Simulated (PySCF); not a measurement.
**Static response to an electric field**

Compound: C2H10GaNSi2.
Geometry (GFN2-xTB, Å), atoms numbered from 1 in this order:
```
atom  x, y, z in Å
Si1    3.520    0.399    0.702
C2     1.896    0.116   -0.202
N3     0.887   -0.047   -0.731
Ga4   -0.820   -0.360   -1.680
C5    -2.202    0.440   -0.457
Si6   -2.157   -0.400    1.243
H7     4.358   -0.746    0.364
H8     3.148    0.455    2.112
H9     4.028    1.664    0.183
H10   -0.632   -1.894   -1.756
H11   -0.379    0.379   -2.972
H12   -2.043    1.519   -0.345
H13   -3.203    0.319   -0.887
H14   -3.233    0.133    2.091
H15   -0.870   -0.112    1.908
H16   -2.308   -1.855    1.133
```

Level: CAM-B3LYP/def2-SVPD (PySCF), static field, nuclei fixed, core orbitals frozen in the response. The polarisability tensor in these axes (au):

```
x   136.22   3.88   4.48
y     3.88  98.48   0.69
z     4.48   0.69 118.63
```

Give the principal values, the mean and the anisotropy Δα = √{½[(α1 − α2)² + (α2 − α3)² + (α1 − α3)²]}.

Principal values 98.08, 117.56 and 137.69 au; mean 117.78 au = 17.45 Å³ = 19.42 × 10⁻⁴⁰ C²·m²/J; Δα = 34.30 au (29 % of the mean).

What is the dipole moment, and where does it point?

(6.52, 1.64, 2.92) D, 7.33 D in size, pointing from the negative to the positive side. Measured along this direction, the outermost atoms are H13 at the negative end and H9 at the positive end.

Give the eigenvalues of the traceless quadrupole moment Θ = ½Σq(3rr − r²1), origin at the centre of nuclear charge.

-17.99, -8.57, 26.55 D·Å. The values depend on the origin, since the dipole doesn't vanish. The electronic extent ⟨r²⟩ about the same centre is 2107 bohr², a root-mean-square distance of 2.59 Å for the 88 electrons.

Find the Langevin capture rate constant for NO+ (29.998 u) meeting this molecule (172.961 u), k = 2.342 × 10⁻⁹ cm³/s × √(α in Å³ / reduced mass in u).

The reduced mass is 25.56 u, so k = 1.94 × 10⁻⁹ cm³/s. The formula leaves out the permanent dipole, which adds to the capture rate.

How large is μ²/3kT at 298 K beside α?

In Gaussian units μ²/3kT = 435.86 Å³ against 17.45 Å³, a ratio of 24.97; the Debye molar polarisation (4π/3)N_A(α + μ²/3kT) is 1143.5 cm³/mol, leaving out the vibrational part.

Rayleigh depolarisation ratio (linearly polarised light, static tensor)?

ρ = 3Δα²/(45ᾱ² + 4Δα²) = 3530.1/(624200 + 4706.8) = 0.00561.

The structure is a single GFN2-xTB conformer in the gas phase; no vibrational or solvent corrections. The calculation is non-relativistic, for gallium too.

These values come from a run that also computed excited states. Time: 78 s wall (grids of density and orbitals included); peak memory 1.0 GiB. Hardware: an Arm Neoverse V1 with one thread, shared host with 32 logical CPUs at a one-minute load of 22.
